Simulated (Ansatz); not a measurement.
KAl, closed-shell singlet (lowest of 2S+1 = 1, 3 at CCSD(T)/def2-TZVPP on PBE0 minima; our sources give no spin for the ground state, which may be another), most abundant isotopes (26.9815 and 38.9637 u). Constants from fifth-degree fits in 1/R to seven points on the lowest solution found; no spin–orbit coupling, no relativity up to Kr; ω_e x_e and α_e move by some per cent with the fit.

Correlated levels freeze the inner cores; with def2 sets outer-core shells near the valence are correlated too.

Programs: Ansatz (a quantum-chemistry and plane-wave program) with Gaussian orbitals. Values without a source in brackets are computed.

At CCSD(T)/def2-QZVPP: B₀ = 0.081013 cm⁻¹, fundamental 138 cm⁻¹.

Q: Taking the state as ¹Σ, work out the ideal-gas entropy and heat capacity at 298.15 K and 1 bar (rigid rotor, harmonic oscillator at the fundamental, no nuclear spin).

A: 
Translation: S = R(1.5 ln M + 2.5 ln T − 1.1517) with M = 65.945 u gives 161.10 J/(mol K). Rotation: q = kT/(σhcB₀) = 2557.9 with σ = 1 and hc/k = 1.43878 cm K, S = R(ln q + 1) = 73.56. Vibration: u = hcν/kT = 0.667, S = R(u/(eᵘ − 1) − ln(1 − e⁻ᵘ)) = 11.83. Sum S° = 246.5 J/(mol K). C_p = 7R/2 + R u² eᵘ/(eᵘ − 1)² = 37.11 J/(mol K).

Doubts at one or more of the structures used: a restricted determinant that unrestricted orbitals would lower (CCSD(T)/def2-QZVPP).
